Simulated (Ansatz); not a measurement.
CH6GeTe (`C[Te][GeH3]`), relaxed with RKS PBE0-D4/def2-TZVP in the Gaussian-basis code of Ansatz from a PBE-D4/def2-SVP geometry. The force threshold is 0.005 eV/Å; the program also tests the step.

Charge 0, multiplicity 1. Te: def2 effective core potential.

Start:

```xyz
9

C    -0.546   -1.437   -0.855
Te   -1.639    0.154    0.176
Ge    0.515    1.403    0.835
H     0.033   -1.011   -1.693
H    -1.305   -2.141   -1.243
H     0.117   -1.958   -0.141
H     0.090    2.666    1.628
H     1.314    1.821   -0.431
H     1.419    0.503    1.722
```

Q: By how much does the energy fall, and how many steps does the optimiser take? (Estimate.)

A: Ansatz gave: 3.54 kJ/mol, in 5 steps.

Q: Which bonds change most? (Estimate.)

A: Ansatz gave: C1–Te2 from 2.189 to 2.149 Å; Te2–Ge3 from 2.576 to 2.547 Å; C1–H6 from 1.105 to 1.087 Å; C1–H4 from 1.105 to 1.087 Å.

Q: Give the relaxed structure. (Best estimate.)

A: Computed: 
```xyz
9

C    -0.543   -1.426   -0.847
Te   -1.603    0.143    0.169
Ge    0.514    1.395    0.829
H     0.029   -1.010   -1.672
H    -1.297   -2.112   -1.231
H     0.105   -1.947   -0.146
H     0.080    2.641    1.614
H     1.303    1.811   -0.424
H     1.411    0.506    1.708
```
